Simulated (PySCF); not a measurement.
SMILES CC#Cc1c(F)[c+]1F, [C6H3F2]+, charge +1

Geometry:
| atom | x (Å) | y (Å) | z (Å) |
| --- | --- | --- | --- |
| C1 | -2.567 | -0.103 | 0.756 |
| C2 | -1.199 | -0.044 | 0.442 |
| C3 | -0.008 | 0.008 | 0.167 |
| C4 | 1.301 | 0.062 | -0.136 |
| C5 | 2.507 | 0.786 | -0.328 |
| F6 | 3.112 | 1.906 | -0.324 |
| C7 | 2.519 | -0.559 | -0.516 |
| F8 | 3.142 | -1.628 | -0.818 |
| H9 | -2.715 | -0.760 | 1.618 |
| H10 | -2.969 | 0.887 | 0.974 |
| H11 | -3.116 | -0.552 | -0.077 |

Total charge +1.

Computed with PySCF 2.14.0, GIAO CAM-B3LYP/def2-SVP magnetisability, rotational g tensor and spin-rotation constants, non-relativistic, gas phase. Geometry: GFN2-xTB.

For an ion the centre-of-mass motion in the field is neglected.

Problem. Give the nuclear spin-rotation constants along the inertial axes (H = +C I·J) beside the isotropic shieldings.

Solution. Rotational constants 3.7379, 0.9717, 0.7749 GHz. A star marks the isotopologue with that one atom substituted, in its own axes.
| atom | isotope | Caa (kHz) | Cbb (kHz) | Ccc (kHz) | mean (kHz) | σ (ppm) |
| --- | --- | --- | --- | --- | --- | --- |
| F6 | 19F | 7.363 | 1.524 | -0.143 | 2.915 | 270.8 |
| F8 | 19F | 7.376 | 1.518 | -0.143 | 2.917 | 271.0 |
| H9 | 1H | -0.353 | -0.096 | -0.032 | -0.160 | 28.7 |
| H10 | 1H | -0.348 | -0.013 | -0.098 | -0.153 | 28.8 |
| H11 | 1H | -0.354 | -0.093 | -0.034 | -0.160 | 28.7 |
| C1 | 13C* | 0.371 | 0.108 | 0.077 | 0.185 | 189.1 |
| C2 | 13C* | 0.790 | 0.418 | 0.284 | 0.498 | 35.3 |
| C3 | 13C* | 0.117 | 0.269 | 0.193 | 0.193 | 135.8 |
| C4 | 13C* | 1.154 | 0.475 | 0.085 | 0.571 | 57.6 |
| C5 | 13C* | 1.396 | 0.354 | 0.142 | 0.631 | 52.8 |

For the geometry as given, no vibrational averaging.
